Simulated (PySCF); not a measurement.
Species: [MoSF4]- (charge -1 and doublet state).
Geometry (PBE0-D3(BJ)/def2-SVP, Å), atoms numbered from 1 in this order:
```
atom  x, y, z in Å
Mo1    0.0003    0.0000    0.0554
S2     0.0046   -0.0095    2.1742
F3     1.7940    0.0041   -0.5621
F4    -0.0030    1.7979   -0.5501
F5    -1.7966    0.0004   -0.5531
F6     0.0007   -1.7930   -0.5644
```

Computed, not measured: PBE0-D3(BJ)/def2-SVP geometry optimisation, gas phase, def2 core potentials past Kr (PySCF).

**Question.** Which atoms are bound to Mo1, and at what distances?

**Answer.** 5 atoms: F3 1.897 Å, F6 1.897 Å, F4 1.897 Å, F5 1.897 Å, S2 2.119 Å.

**Question.** List the angles at Mo1.

**Answer.** 
```csv
angle,degrees,distance of the outer atoms (Å)
F4–Mo1–F6,142.3,3.59
F3–Mo1–F5,142.3,3.59
S2–Mo1–F3,108.9,3.27
S2–Mo1–F4,108.9,3.27
S2–Mo1–F5,108.8,3.27
S2–Mo1–F6,108.8,3.27
F4–Mo1–F5,84.0,2.54
F3–Mo1–F4,84.0,2.54
F5–Mo1–F6,84.0,2.54
F3–Mo1–F6,84.0,2.54
```

**Question.** What is the shape at Mo1?

**Answer.** Square pyramidal: τ5 = (β − α)/60° = 0.00 from the two widest angles, 142.3° and 142.3° (0 for a square pyramid, 1 for a trigonal bipyramid).

**Question.** What are the rotational constants (commonest isotopes, rigid rotor)?

**Answer.** A = 2063, B = 1729, C = 1728 MHz: a prolate symmetric top.

Point group: C4v (every atom within 0.08 Å of its image). Charge -1, doublet. ⟨S²⟩ = 0.760 (exact for a doublet: 0.75). No frequency check.

For an open-shell metal species like this, the optimisation's SCF solution wasn't tested for stability and no frequencies at its level were run, so a lower state or another shape may exist.
